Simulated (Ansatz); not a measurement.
Sr4⁻, relaxed as a quartet with UKS r2SCAN/def2-TZVPD in Ansatz, starting from the r2SCAN/def2-TZVPD geometry of the charge -1 doublet. Force threshold 0.02 eV/Å.

In the def2 sets Sr takes a core potential; there is no spin–orbit coupling. The charge -1 quartet is spin-contaminated (final ⟨S²⟩ up to 4.07, 3.75 for a pure state). The highest occupied level of the charge -1 quartet lies above zero (up to 0.31 eV). The electron is either unbound and held by the finite basis, or the level is raised by self-interaction error. At r2SCAN/def2-TZVPD a doublet of charge -1 lies 0.73 eV below the quartet, each at its own geometry. The structure comes from a short search, and lower isomers may exist.

Start:

```
atom   x (Å)   y (Å)   z (Å)
 Sr1  -1.830  -0.562  -1.634
 Sr2   2.131  -1.129  -0.720
 Sr3   0.343   2.493   0.057
 Sr4  -0.644  -0.801   2.297
```

Estimate the energy that the relaxation releases and the steps that it takes.

3.2 kJ/mol, in 5 steps; 34 s on 4 threads of Arm Neoverse V2 on a shared host. The force fell under the threshold at step 4, but the optimiser went on. No frequencies were taken in this run, so the end may be a saddle point.

Does the start keep its bonding and symmetry?

By distances, no bond broke or formed. The bond that changes most is Sr3–Sr4, from 4.10 to 3.88 Å (atoms count from 1). Point group Td at the start, C2v at the end, both within 0.05 Å.

Predict the relaxed structure.


Cartesian coordinates in Å:
```
Sr -1.761 -0.623 -1.693
Sr 2.080 -1.173 -0.807
Sr 0.307 2.455 0.191
Sr -0.627 -0.659 2.309
```
Bond lengths (bridged metal pairs left out): 6 × Sr–Sr 3.88 to 4.16 Å.
